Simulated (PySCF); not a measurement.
**How methods differ on the ionisation energy of Cl²⁺**

Cl²⁺ [Ne] 3s2 3p3 (4S) → Cl³⁺ [Ne] 3s2 3p2 (3P), as a difference of total energies. Calculation: PySCF 2.14, in x2c-QZVPPall with one added diffuse shell each of s, p, d, f type (10s7p5d3f1g, 86 functions); the spin-free X2C one-electron Hamiltonian (Gaussian nucleus). Correlated levels: valence and next inner shell: 1s2 frozen. The calculations carry no spin-orbit coupling.

| method | ionisation energy (eV) |
| --- | --- |
| UHF | 38.955 |
| MP2 (valence and next inner shell) | 39.684 |
| SCS-MP2 (valence and next inner shell) | 39.478 |
| CCSD (valence and next inner shell) | 39.591 |
| CCSD(T) (valence and next inner shell) | 39.631 |

Problem. How much does correlation contribute at CCSD(T) (valence and next inner shell)?

Solution. 39.631 − (38.955) = 0.676 eV, measured against UHF.

The reference lies between the lowest fine-structure levels, while these numbers refer to the centres of the terms.

Errors of the correlated levels include the incompleteness of this basis and the frozen core.

For comparison: 39.8 ± 0.11 eV (semi-empirical (NIST evaluation); NIST Atomic Spectra Database, ionization energies).
